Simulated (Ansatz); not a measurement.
Name a neutral molecule of I, Si and H with HOMO–LUMO gap (B3LYP/def2-TZVPP) between 6.00 and 6.30 eV and HOMO energy (ωB97M-V/def2-TZVPP) between -9.80 and -9.50 eV (Ansatz, PBE0-D4/def2-TZVP geometry).

`[SiH3][SiH2]I` (6.03 eV, -9.56 eV). Other molecules can fit too; these were computed, each in one conformer that needn't be the lowest.

B3LYP here is the variant with VWN-RPA as its local correlation; programs differ in this.
